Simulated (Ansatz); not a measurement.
Wavefunction ladder for `CSS[SiH3]`

Z-matrix (Å, degrees):
```
C
S 1 1.800
H 1 1.089 2 110.8
H 1 1.093 2 105.9 3 -118.5
H 1 1.090 2 111.0 3 123.1
S 2 2.060 1 102.0 3 -61.1
Si 6 2.141 2 96.1 1 -91.1
H 7 1.487 6 106.9 2 177.1
H 7 1.485 6 109.9 2 58.1
H 7 1.482 6 110.4 2 -63.0
```

Charge 0, multiplicity 1. Geometry: relaxed with PBE0-D4/def2-TZVP. It is one conformer, not always the lowest. Frozen core, restricted reference, Ansatz 0.2.0. CBS rows extrapolate triple and quadruple zeta; past MP2 they add the triple-zeta difference.

```
     basis      HF (Eh)  MP2 corr.  CCSD corr.       (T)  CCSD(T) total
  def2-SVP  -1124.99581   -0.50648    -0.56921  -0.01711    -1125.58213
def2-TZVPP  -1125.42790   -0.65786    -0.71875  -0.03221    -1126.17886
def2-QZVPP  -1125.46164   -0.71139           –         –              –
 CBS(def2)  -1125.46629   -0.75105    -0.81194     as TZ    -1126.31044
```
